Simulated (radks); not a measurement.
The numbers below are computed, except where a source is named.
Problem. Orbital eigenvalues (eV) of the sulfur ion S2+, [Ne] 3s2 3p2, of relativity; Dirac values are averaged over j with weights 2j + 1. Spin-unpolarised spherical Kohn-Sham, PBE, point nucleus unless stated (finite: rms radius 3.2611 fm), a radial shooting solver on a logarithmic mesh with Libxc functionals. A level marked "c x" has the speed of light scaled by that factor and shares open shells by 2j + 1; other Dirac levels either fill j = l - 1/2 first or share by 2j + 1.

| shell | non-rel. |
|---|---|
| 1s | -2424.0 |
| 2s | -236.15 |
| 2p | -182.29 |
| 3s | -39.257 |
| 3p | -27.988 |

Give the values at the level "Dirac, c x 1.25".

Solution. 
shell  Dirac, c x 1.25  change of magnitude (%)
1s             -2429.2                    +0.21
2s             -236.95                    +0.34
2p             -182.28                    0.00
3s             -39.344                    +0.22
3p             -27.982                    -0.02
